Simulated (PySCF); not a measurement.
Worked example: chemical shift, span and skew from a shielding tensor

AsF₃, SMILES F[As](F)F. Atoms are numbered in the order given.

```xyz
4

F      1.2916    -0.7457    -0.4882
As     0.0000     0.0000     0.3994
F      0.0000     1.4914    -0.4882
F     -1.2916    -0.7457    -0.4882
```

Geometry optimised at B3LYP-D3(BJ)/def2-SVP.

GIAO shieldings from PBE/pcSseg-2 run with PySCF, non-relativistic, no solvent. The symmetric part of the tensor of F1 has the principal values 24.6, 143.3, 341.8 ppm. The same nucleus in CFCl3 has σ = 132.0 ppm at this level (PySCF, at its B3LYP-D3(BJ)/def2-TZVP geometry).

**Question.** Work out the isotropic shielding, the ¹⁹F shift against CFCl3, the span and the skew.

**Answer.** 
σ(iso) = (σ11 + σ22 + σ33)/3 = 169.9 ppm. δ = σ(ref) − σ(iso) = 132.0 − (169.9) = -37.9 ppm.
Span Ω = σ33 − σ11 = 317.2 ppm. Skew κ = 3(σ(iso) − σ22)/Ω = 0.25. Tumbling in solution averages the tensor to δ; in a static solid the shielding alone would spread this spin-1/2 line over Ω.
